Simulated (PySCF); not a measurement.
Species: C₈H₁₀O₂S.
Bonds: C1–C2, C2–S3, S3–O4 (double), S3–O5 (double), S3–C6, C6–C7 (aromatic), C7–C8 (aromatic), C8–C9 (aromatic), C9–C10 (aromatic), C10–C11 (aromatic), C6–C11 (aromatic). Hydrogens: H12, H13, H14 on C1; H15, H16 on C2; H17 on C7; H18 on C8; H19 on C9; H20 on C10; H21 on C11.

The same species was optimised twice, with GFN2-xTB and with PBE0-D3(BJ)/def2-SVP (PySCF), and the same property calculations (PySCF, gas phase) were run on both structures.

```tsv
coordinate	GFN2-xTB	PBE0-D3(BJ)/def2-SVP	change
C2–S3 (Å)	1.828	1.799	-0.029
S3=O4 (Å)	1.438	1.463	+0.025
S3=O5 (Å)	1.438	1.463	+0.025
S3–C6 (Å)	1.798	1.782	-0.016
C6–C7 (Å)	1.381	1.394	+0.013
C6–C11 (Å)	1.381	1.393	+0.012
C9–C10 (Å)	1.387	1.395	+0.008
C8–C9 (Å)	1.387	1.395	+0.008
C10–C11 (Å)	1.385	1.393	+0.008
C7–C8 (Å)	1.385	1.393	+0.008
C1–C2 (Å)	1.512	1.516	+0.004
O4–S3–O5 (°)	118.0	121.0	+3.0
C1–C2–S3 (°)	107.6	109.0	+1.4
O5–S3–C6 (°)	108.9	107.8	-1.1
C2–S3–O5 (°)	108.3	107.2	-1.1
C2–S3–O4 (°)	108.3	107.3	-1.0
O4–S3–C6 (°)	109.0	108.2	-0.8
C2–S3–C6 (°)	103.3	104.1	+0.8
C6–C11–C10 (°)	119.2	118.7	-0.5
C1–C2–S3–O4 (°)	65	66	+1
C2–S3–C6–C7 (°)	89	89	0
```

Rotational constants: A = 2179, B = 618.8, C = 584.7 MHz (GFN2-xTB) against A = 2174, B = 620.8, C = 580.1 MHz (PBE0-D3(BJ)/def2-SVP).

On the GFN2-xTB structure: HOMO (eV) -8.01 [PBE0/pcSseg-1]; LUMO (eV) -1.23 [PBE0/pcSseg-1]; dipole (D) 4.96 [PBE0/pcSseg-1]; GIAO shielding of C1 (ppm) 180.8 [PBE0/pcSseg-1]; GIAO shielding of C2 (ppm) 126.2 [PBE0/pcSseg-1]; GIAO shielding of S3 (ppm) 204.6 [PBE0/pcSseg-1]; GIAO shielding of O4/O5 (mean) (ppm) 157.4 [PBE0/pcSseg-1]; GIAO shielding of C6 (ppm) 36.3 [PBE0/pcSseg-1]; GIAO shielding of C7/C11 (mean) (ppm) 53.7 [PBE0/pcSseg-1]; GIAO shielding of C8/C10 (mean) (ppm) 52.5 [PBE0/pcSseg-1]; GIAO shielding of C9 (ppm) 48.2 [PBE0/pcSseg-1].

Question: What do these properties become on the PBE0-D3(BJ)/def2-SVP structure?

Answer: 
```csv
property,level,on GFN2-xTB,on PBE0-D3(BJ)/def2-SVP,change
HOMO (eV),PBE0/pcSseg-1,-8.01,-7.99,+0.02
LUMO (eV),PBE0/pcSseg-1,-1.23,-1.33,-0.10
dipole (D),PBE0/pcSseg-1,4.96,4.93,-0.03
"energy, GFN2-xTB geometry as zero (kcal/mol)",PBE0/pcSseg-1,0.0,-2.4,-2.4
GIAO shielding of C1 (ppm),PBE0/pcSseg-1,180.8,178.3,-2.5
GIAO shielding of C2 (ppm),PBE0/pcSseg-1,126.2,126.6,+0.4
GIAO shielding of S3 (ppm),PBE0/pcSseg-1,204.6,194.0,-10.6
GIAO shielding of O4/O5 (mean) (ppm),PBE0/pcSseg-1,157.4,146.1,-11.3
GIAO shielding of C6 (ppm),PBE0/pcSseg-1,36.3,36.2,-0.1
GIAO shielding of C7/C11 (mean) (ppm),PBE0/pcSseg-1,53.7,50.3,-3.4
GIAO shielding of C8/C10 (mean) (ppm),PBE0/pcSseg-1,52.5,50.1,-2.4
GIAO shielding of C9 (ppm),PBE0/pcSseg-1,48.2,45.7,-2.5
```

The heavy atoms differ by 0.034 Å rms after alignment. Among bonds between heavy atoms C2–S3 changes most (-0.029 Å). Changes are differences of the printed values. Neither structure is proved a minimum here.

Shape of the structure used: `[CH3:1][CH2:2][S:3](=[O:4])(=[O:5])[c:6]1[cH:7][cH:8][cH:9][cH:10][cH:11]1`: C1–C2–S3–O4 66°, C2–S3–C6–C7 89°.
